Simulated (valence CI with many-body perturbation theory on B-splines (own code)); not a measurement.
Level structure of K VII

Level of theory: configuration interaction combined with many-body perturbation theory (CI+MBPT): three valence electrons over a frozen Dirac-Fock core [Ne], radial functions for each j: 11 s, 11 p, 9 d, 7 f, 5 g, 2 h, 1 i, with the one-electron correlation potential Σ1, the two-electron term Σ2, the three-electron term Σ3, Breit, model QED; selected CI, second order for the rest, scaled by the run's own slope (own B-spline code, finite nucleus).

Against 57 measured levels this calculation errs by 92 cm⁻¹ on average and by 206 at most. These come from a selection out of Sansonetti, J. Phys. Chem. Ref. Data 37, 7 (2008). Levels without a partner in it may be off by more.

Levels 1 to 45 of 71, with energies above the lowest level, 3s²3p ²P°_1/2. "Leading %" is the weight of the configuration and term that name the level; weights of strongly mixed levels are sums over their largest components and can fall short. In the jj column 3d3/2^4 stands for four electrons in 3d with j = 3/2.

| No. | Configuration | Term | J | E (eV) | Leading % | Leading jj | g | Second component |
| --- | --- | --- | --- | --- | --- | --- | --- | --- |
| 1 | 3s²3p | ²P° | 1/2 | 0.000 | 96 | 3s^2 3p1/2 (96 %) | 0.665 |  |
| 2 | 3s²3p | ²P° | 3/2 | 0.389 | 96 | 3s^2 3p3/2 (96 %) | 1.334 |  |
| 3 | 3s3p² | ⁴P | 1/2 | 14.235 | 99 | 3s 3p1/2^2 (47 %) | 2.669 |  |
| 4 | 3s3p² | ⁴P | 3/2 | 14.377 | 99 | 3s 3p1/2 3p3/2 (89 %) | 1.734 |  |
| 5 | 3s3p² | ⁴P | 5/2 | 14.593 | 99 | 3s 3p3/2^2 (62 %) | 1.600 |  |
| 6 | 3s3p² | ²D | 3/2 | 18.829 | 85 | 3s 3p1/2 3p3/2 (58 %) | 0.800 | 13 % 3s²3d ²D |
| 7 | 3s3p² | ²D | 5/2 | 18.850 | 85 | 3s 3p1/2 3p3/2 (53 %) | 1.201 | 12 % 3s²3d ²D |
| 8 | 3s3p² | ²S | 1/2 | 23.958 | 96 | 3s 3p3/2^2 (60 %) | 1.981 |  |
| 9 | 3s3p² | ²P | 1/2 | 25.626 | 94 | 3s 3p1/2 3p3/2 (63 %) | 0.687 |  |
| 10 | 3s3p² | ²P | 3/2 | 25.866 | 95 | 3s 3p3/2^2 (55 %) | 1.333 |  |
| 11 | 3s²3d | ²D | 3/2 | 31.078 | 84 | 3s^2 3d3/2 (84 %) | 0.799 | 12 % 3s3p² ²D |
| 12 | 3s²3d | ²D | 5/2 | 31.093 | 84 | 3s^2 3d5/2 (84 %) | 1.200 | 12 % 3s3p² ²D |
| 13 | 3p³ | ²D° | 3/2 | 36.913 | 66 | 3p1/2 3p3/2^2 (28 %) | 0.801 | 33 % 3s3p3d ²D° |
| 14 | 3p³ | ²D° | 5/2 | 36.951 | 66 | 3p1/2 3p3/2^2 (66 %) | 1.200 | 33 % 3s3p3d ²D° |
| 15 | 3p³ | ⁴S° | 3/2 | 38.201 | 98 | 3p1/2 3p3/2^2 (56 %) | 1.998 |  |
| 16 | 3s3p3d | ⁴F° | 3/2 | 41.408 | 99 | 3s 3p1/2 3d3/2 (76 %) | 0.399 |  |
| 17 | 3s3p3d | ⁴F° | 5/2 | 41.488 | 99 | 3s 3p3/2 3d3/2 (35 %) | 1.029 |  |
| 18 | 3p³ | ²P° | 1/2 | 41.598 | 76 | 3p1/2 3p3/2^2 (76 %) | 0.665 | 20 % 3s3p3d ²P° |
| 19 | 3s3p3d | ⁴F° | 7/2 | 41.602 | 99 | 3s 3p3/2 3d3/2 (38 %) | 1.238 |  |
| 20 | 3p³ | ²P° | 3/2 | 41.603 | 75 | 3p3/2^3 (44 %) | 1.335 | 21 % 3s3p3d ²P° |
| 21 | 3s3p3d | ⁴F° | 9/2 | 41.754 | 100 | 3s 3p3/2 3d5/2 (100 %) | 1.334 |  |
| 22 | 3s3p3d | ⁴P° | 5/2 | 44.954 | 90 | 3s 3p1/2 3d5/2 (71 %) | 1.580 | 8 % 3s3p3d ⁴D° |
| 23 | 3s3p3d | ⁴P° | 3/2 | 45.057 | 86 | 3s 3p3/2 3d5/2 (31 %) | 1.662 | 13 % 3s3p3d ⁴D° |
| 24 | 3s3p3d | ⁴P° | 1/2 | 45.144 | 88 | 3s 3p3/2 3d3/2 (62 %) | 2.369 | 11 % 3s3p3d ⁴D° |
| 25 | 3s3p3d | ⁴D° | 1/2 | 45.352 | 88 | 3s 3p3/2 3d3/2 (60 %) | 0.299 | 11 % 3s3p3d ⁴P° |
| 26 | 3s3p3d | ⁴D° | 3/2 | 45.403 | 86 | 3s 3p3/2 3d3/2 (70 %) | 1.271 | 13 % 3s3p3d ⁴P° |
| 27 | 3s3p3d | ⁴D° | 5/2 | 45.442 | 91 | 3s 3p3/2 3d3/2 (51 %) | 1.391 | 8 % 3s3p3d ⁴P° |
| 28 | 3s3p3d | ⁴D° | 7/2 | 45.459 | 99 | 3s 3p3/2 3d5/2 (70 %) | 1.429 |  |
| 29 | 3s3p3d | ²D° | 5/2 | 46.649 | 79 | 3s 3p3/2 3d5/2 (44 %) | 1.202 | 18 % 3p³ ²D° |
| 30 | 3s3p3d | ²D° | 3/2 | 46.653 | 79 | 3s 3p3/2 3d5/2 (32 %) | 0.800 | 18 % 3p³ ²D° |
| 31 | 3s3p3d | ²F° | 5/2 | 48.895 | 98 | 3s 3p1/2 3d5/2 (43 %) | 0.857 |  |
| 32 | 3s3p3d | ²F° | 7/2 | 49.205 | 98 | 3s 3p3/2 3d5/2 (64 %) | 1.143 |  |
| 33 | 3s3p3d | ²P° | 3/2 | 53.378 | 82 | 3s 3p3/2 3d5/2 (33 %) | 1.331 | 15 % 3p³ ²P° |
| 34 | 3s3p3d | ²P° | 1/2 | 53.492 | 83 | 3s 3p3/2 3d5/2 (67 %) | 0.666 | 14 % 3p³ ²P° |
| 35 | 3s3p3d | ²F° | 7/2 | 53.520 | 95 | 3s 3p1/2 3d5/2 (40 %) | 1.143 |  |
| 36 | 3s3p3d | ²F° | 5/2 | 53.603 | 95 | 3s 3p3/2 3d3/2 (60 %) | 0.857 |  |
| 37 | 3s²4s | ²S | 1/2 | 54.474 | 95 | 3s^2 4s (95 %) | 2.002 |  |
| 38 | 3s3p3d | ²P° | 1/2 | 55.387 | 87 | 3s 3p3/2 3d3/2 (60 %) | 0.666 | 5 % 3p³ ²P° |
| 39 | 3s3p3d | ²P° | 3/2 | 55.399 | 87 | 3s 3p3/2 3d5/2 (56 %) | 1.327 | 4 % 3p³ ²P° |
| 40 | 3s3p3d | ²D° | 3/2 | 55.931 | 80 | 3s 3p3/2 3d3/2 (46 %) | 0.808 | 14 % 3p³ ²D° |
| 41 | 3s3p3d | ²D° | 5/2 | 55.986 | 82 | 3s 3p3/2 3d5/2 (49 %) | 1.200 | 14 % 3p³ ²D° |
| 42 | 3s²4p | ²P° | 1/2 | 61.521 | 93 | 3s^2 4p1/2 (93 %) | 0.666 |  |
| 43 | 3s²4p | ²P° | 3/2 | 61.647 | 93 | 3s^2 4p3/2 (93 %) | 1.334 |  |
| 44 | 3p²3d | ²F | 5/2 | 62.151 | 86 | 3p1/2 3p3/2 3d3/2 (49 %) | 0.857 | 13 % 3s3d² ²F |
| 45 | 3p²3d | ²F | 7/2 | 62.306 | 85 | 3p3/2^2 3d5/2 (35 %) | 1.144 | 13 % 3s3d² ²F |

Names give the largest LS component (configuration and term), which can be under half, so a name can repeat, a term be missing and a line seem to break the LS rules; names also repeat where a configuration has a term twice.

Where two levels of one J and parity lie close, their mixing, g and order are uncertain.

The ionisation energy to 3s² ¹S0 of the next ion comes out as 117.99 eV (NIST: 117.56 ± 0.11 eV (measured), further off than twice its uncertainty). All 71 levels together are meant to be complete up to 71.101 eV.
